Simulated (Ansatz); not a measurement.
The cluster Tl2Br was relaxed with PBE-D4 (def2-TZVP) in Ansatz in these states: neutral doublet, neutral quartet. The geometries follow in no particular order.

In the def2 sets Tl takes a core potential; there is no spin–orbit coupling.

A:

```csv
atom,x (Å),y (Å),z (Å)
Tl1,-0.764,0.937,-1.478
Tl2,1.694,-0.853,0.224
Br3,-0.930,-0.084,1.254
```

B:

```xyz
3

Tl    0.3243    1.8977   -0.6351
Tl   -1.0762   -0.2400    1.0547
Br    0.7519   -1.6577   -0.4196
```

Task: Judge from the bond lengths which geometry belongs to which state (an estimate).

Result: A is the neutral doublet (Tl1–Br3 2.921 Å, Tl2–Br3 2.921 Å); B is the neutral quartet (Tl1–Br3 3.588 Å, Tl2–Br3 2.743 Å).

At PBE0-D4/def2-TZVP a doublet lies 3.62 eV below the neutral quartet. These are the stationary points nearest to one start from a short search; other shapes may lie lower in each state.
